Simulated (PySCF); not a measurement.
**Working out the ionisation energy of Nb⁺**

Nb⁺ [Kr] 4d4 (5D) → Nb²⁺ [Kr] 4d3 (4F). Calculation: PySCF 2.14, in cc-pVTZ-PP with ECP28MDF; scalar relativity through the core potential. Frozen: 4s2 4p6. Energies in hartree (1 hartree = 27.21139 eV):

```json
{"part": "UHF", "Nb⁺ (lower)": "-55.929333", "Nb²⁺ (upper)": "-55.449672"}
{"part": "MP2 opposite-spin", "Nb⁺ (lower)": "0.000000", "Nb²⁺ (upper)": "0.000000"}
{"part": "MP2 same-spin", "Nb⁺ (lower)": "-0.034772", "Nb²⁺ (upper)": "-0.014913"}
```

**Question.** What does Hartree-Fock give?

**Answer.** (-55.449672) − (-55.929333) = 0.479661 hartree = 13.052 eV.

**Question.** What do MP2 and SCS-MP2 (6/5 opposite-spin, 1/3 same-spin) give?

**Answer.** The opposite-spin parts differ by 0.000 eV and the same-spin parts by 0.540 eV. MP2: 13.052 + (0.000) + (0.540) = 13.592 eV. SCS-MP2: 13.052 + 1.2 × (0.000) + (0.540)/3 = 13.232 eV.

Reference: 14.32 eV (semi-empirical (NIST evaluation); NIST Atomic Spectra Database, ionization energies), between the lowest levels; spin-orbit coupling is absent from the calculation.

What remains against the reference includes basis incompleteness, the frozen core and correlation beyond second order.
